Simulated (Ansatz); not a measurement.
Zirconium tetrachloride (`[Cl][Zr]([Cl])([Cl])[Cl]`). The species carries charge 0 and has multiplicity 1. Zr takes the def2 core potential.

```xyz
5

Cl    2.021    1.009   -0.511
Zr    0.000    0.000    0.000
Cl   -1.733    1.463   -0.469
Cl   -0.246   -1.922   -1.269
Cl   -0.041   -0.550    2.249
```

Task: What are the harmonic wavenumbers in cm⁻¹ at PBE0-D4/def2-TZVP (Ansatz, finite differences of forces, unscaled)? (An estimate is asked.)

Result: Computed: 97, 97, 106, 106, 106, 382, 431, 431, 431.

Task: Is this a minimum?

Result: Yes, all 9 modes are real.

Task: Give the ideal-gas thermochemistry at 298.15 K and 1 bar (rigid rotor, harmonic oscillator; point group Td, symmetry number 12).

Result: Zero-point energy 13.1 kJ/mol; H(298) − E = 35.6 kJ/mol; entropy 368.7 J/(mol·K), of which translation 176.8, rotation 105.5, vibration 86.3; G(298) − E = -74.3 kJ/mol. Modes under 100 cm⁻¹ are hindered rotations or soft bends, so the harmonic entropy is rough.

Task: And at 400, 500, 600, 800 and 1000 K?

Result: 
```json
{"T (K)": "400", "H − E (kJ/mol)": "45.9", "S (J/mol/K)": "398.1", "G − E (kJ/mol)": "-113.4"}
{"T (K)": "500", "H − E (kJ/mol)": "56.2", "S (J/mol/K)": "421.1", "G − E (kJ/mol)": "-154.4"}
{"T (K)": "600", "H − E (kJ/mol)": "66.6", "S (J/mol/K)": "440.2", "G − E (kJ/mol)": "-197.5"}
{"T (K)": "800", "H − E (kJ/mol)": "87.8", "S (J/mol/K)": "470.7", "G − E (kJ/mol)": "-288.7"}
{"T (K)": "1000", "H − E (kJ/mol)": "109.2", "S (J/mol/K)": "494.5", "G − E (kJ/mol)": "-385.3"}
```

Task: Rotational constants (cm⁻¹)?

Result: 0.03324, 0.03324, 0.03324.
